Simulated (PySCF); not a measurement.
**Bonding in `C=N/C(C(C)=O)=C(\C)[O-]`**

Compound: C6H8NO2 (charge -1).
SMILES with atom numbers: `[CH2:1]=[N:2]/[C:3]([C:4]([CH3:5])=[O:6])=[C:7](\[CH3:8])[O-:9]` (hydrogens: H10, H11 on C1; H12, H13, H14 on C5; H15, H16, H17 on C8)

Cartesian coordinates in Å at the GFN2-xTB level; atoms count from 1:
```xyz
17
C6H8NO2 angstrom
C     -1.272    2.069   -0.810
N     -1.197    0.876   -0.390
C     -0.053    0.181   -0.058
C      1.267    0.731   -0.136
C      2.433   -0.172    0.252
O      1.533    1.887   -0.499
C     -0.327   -1.150    0.376
C     -1.809   -1.539    0.372
O      0.494   -2.002    0.745
H     -0.448    2.756   -0.985
H     -2.272    2.446   -1.018
H      3.364    0.386    0.143
H      2.449   -1.054   -0.383
H      2.320   -0.513    1.278
H     -2.376   -0.857    0.999
H     -2.203   -1.474   -0.639
H     -1.910   -2.559    0.743
```

Bond orders from the PBE0/pcSseg-1 density (PySCF). Geometry: GFN2-xTB, one conformer, isolated ion. The pcSseg-1 basis has no diffuse functions, a weakness for an anion.

**Question.** How far do the computed orders between heavy atoms stray from the drawn ones?

**Answer.** The largest departure is 0.866, at C3–C7 (drawn double, 1.134). Drawn single, order above 1.12: N2–C3 (1.178), C3–C4 (1.147) and C7–O9 (1.832). Drawn double or triple, more than 0.30 short of the drawn order: C3–C7 (1.134). The SMILES, with its formal charges, is one Lewis structure only.

**Question.** Give the Mayer order of every bond, beside its length.

**Answer.** 
```json
{"bond": "C1–N2", "drawn as": "double", "length (Å)": "1.267", "Mayer order": "1.844"}
{"bond": "N2–C3", "drawn as": "single", "length (Å)": "1.379", "Mayer order": "1.178"}
{"bond": "C3–C4", "drawn as": "single", "length (Å)": "1.432", "Mayer order": "1.147"}
{"bond": "C4–C5", "drawn as": "single", "length (Å)": "1.524", "Mayer order": "1.023"}
{"bond": "C4–O6", "drawn as": "double", "length (Å)": "1.241", "Mayer order": "1.822"}
{"bond": "C3–C7", "drawn as": "double", "length (Å)": "1.427", "Mayer order": "1.134"}
{"bond": "C7–C8", "drawn as": "single", "length (Å)": "1.533", "Mayer order": "1.022"}
{"bond": "C7–O9", "drawn as": "single", "length (Å)": "1.239", "Mayer order": "1.832"}
{"bond": "C1–H10", "drawn as": "single", "length (Å)": "1.087", "Mayer order": "0.929"}
{"bond": "C1–H11", "drawn as": "single", "length (Å)": "1.089", "Mayer order": "0.953"}
{"bond": "C5–H12", "drawn as": "single", "length (Å)": "1.091", "Mayer order": "0.955"}
{"bond": "C5–H13", "drawn as": "single", "length (Å)": "1.087", "Mayer order": "0.950"}
{"bond": "C5–H14", "drawn as": "single", "length (Å)": "1.087", "Mayer order": "0.948"}
{"bond": "C8–H15", "drawn as": "single", "length (Å)": "1.086", "Mayer order": "0.954"}
{"bond": "C8–H16", "drawn as": "single", "length (Å)": "1.087", "Mayer order": "0.956"}
{"bond": "C8–H17", "drawn as": "single", "length (Å)": "1.089", "Mayer order": "0.966"}
```

Bonds between the same two heavy elements. C–N: lowest N2–C3 (1.178, 1.379 Å), highest C1–N2 (1.844, 1.267 Å). C–C: lowest C7–C8 and C4–C5 (1.022, 1.533 Å), highest C3–C4 (1.147, 1.432 Å). C–O: all 2 within 0.02 of one another (1.822 to 1.832). Bonds named together lie within 0.004.

**Question.** Sum the orders of all bonds at each heavy atom with more than one neighbour and set the sums beside the valence in the SMILES.

**Answer.** C1 3.726 (drawn 4), N2 3.022 (drawn 3), C3 3.459 (drawn 4), C4 3.992 (drawn 4), C5 3.876 (drawn 4), C7 3.988 (drawn 4), C8 3.898 (drawn 4). Orders between atoms that aren't bonded are not in these sums.

The Mayer order sums products of elements of PS (density times overlap matrix) between the two atoms' basis functions, so it depends on the basis set.
